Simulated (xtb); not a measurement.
ITl (SMILES [I][Tl]), singlet, geometry from GFN2-xTB (such geometries of metal compounds can be far from the true shape). Base run: GFN2-xTB run with xtb 6.7.1.

Input for xtb:
```
$ xtb mol.xyz --gfn 2 --json

# file mol.xyz
2

Tl    -0.00000000    -0.00000000    -1.11644266
I      0.00000000     0.00000000     1.70626142
```

Each row names what was changed in the base input (with any setting that the change needs).

```csv
change,ΔE vs base (mEh),HOMO-LUMO gap (eV),dipole (D),G_solv (kcal/mol),SCF cycles
base,0.000,6.46,8.76,-,10
etemp = 3000,0.000,6.46,8.76,-,10
alpb = ch2cl2,-13.375,6.96,9.33,-9.05,10
alpb = thf,-12.973,6.80,9.17,-8.47,10
alpb = hexane,-9.449,6.91,9.28,-6.47,10
gbsa = water,…,…,…,…,10
```

Q: Fill in the missing entries.

A: 
- gbsa = water, ΔE vs base (mEh): -6.534
- gbsa = water, HOMO-LUMO gap (eV): 7.19
- gbsa = water, dipole (D): 9.55
- gbsa = water, G_solv (kcal/mol): -5.42

ALPB and GBSA are two models with their own fitted parameters for each solvent, which aren't always the measured dielectric constant.
